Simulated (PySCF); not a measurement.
CF2, SMILES F[C]F (connectivity only; charge and spin as stated), neutral, multiplicity 1. Coordinates come from a B3LYP-D3(BJ)/def2-TZVP optimisation. The isomer is the one that the SMILES or the coordinates give; other isomers of the formula were not compared.

PySCF with TDA-CAM-B3LYP/def2-TZVPD puts the lowest singlet excitations at 5.10, 8.26, 8.86, 9.37, 9.81, 9.83 eV and the lowest triplet (TDA) at 2.47 eV.

Problem. What are the lowest singlet roots from EOM-CCSD/aug-cc-pVDZ in PySCF? (Estimate from the structure and the level; the computed values follow.)

Solution. 5.12, 8.75, 9.40, 9.57, 9.88, 9.98 eV; triplets 2.64, 8.60, 8.84 eV. S1 differs by 0.03 eV (second minus first; roots are paired by order, and the bases may differ).
